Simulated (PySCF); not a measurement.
AlClH4O2Si. Atoms are numbered in the order given.

```xyz
9

Al     0.4485     0.6672     0.0000
Cl    -1.2588     1.8614     0.0000
O      1.9403     1.4540     0.0000
H      2.7949     1.0208     0.0000
O      0.3077    -1.0115     0.0000
Si    -0.2755    -2.5551     0.0000
H      0.2084    -3.2758    -1.2154
H      0.2084    -3.2758     1.2154
H     -1.7696    -2.5550     0.0000
```
Charge 0, spin multiplicity 1.

The structure is a stationary point at PBE0-D3(BJ)/def2-SVP. The structure was generated by enumeration; whether it is a known compound was not checked. One conformer was computed; it need not be the lowest.

Method: PySCF with HF/def2-TZVP.

The molecule is in vacuum.

Task: Estimate the frontier levels, gap, dipole moment and polarisability. (Estimate from the structure and the level; the computed values follow.)

Result: 
```yaml
highest_occupied_level: -12.43 eV
lowest_empty_level: 2.01 eV
orbital_gap: 14.45 eV
dipole_moment: 2.26 D
quadrupole, principal values (traceless, Buckingham form, about the centre of nuclear charge): -9.30, 4.06, 5.24 D·Å
mean_static_polarisability: 56.8 bohr³ (8.42 Å³)
polarisability_principal_values: 49.9, 57.2, 63.3 bohr³
```
